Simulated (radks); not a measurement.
Question: K2+, 17 electrons, occupied as [Ne] 3s2 3p4.5 4f0.5 (fractional occupations, a model configuration). Method: non-relativistic Kohn-Sham, BLYP, spin-unpolarised, spherical densities, point nucleus; computed with a radial shooting solver on a logarithmic mesh with Libxc functionals. Some entries of the table are withheld. Estimate them.

| orbital | occ. | eigenvalue (Ry) | <r> (bohr) |
|---|---|---|---|
| 1s | 2 | (1) | 0.08155 |
| 2s | 2 | -27.97942 | 0.3899 |
| 2p | 6 | -22.81805 | 0.3509 |
| 3s | 2 | -4.50164 | 1.223 |
| 3p | 4.5 | -3.25661 | 1.326 |
| 3d | 0 | (2) | 1.705 |
| 4s | 0 | (3) | 3.241 |
| 4f | 0.5 | -0.39620 | 6.399 |

Answer: 
(1) 1s eigenvalue (Ry): -260.0350
(2) 3d eigenvalue (Ry): -1.46264
(3) 4s eigenvalue (Ry): -1.21627
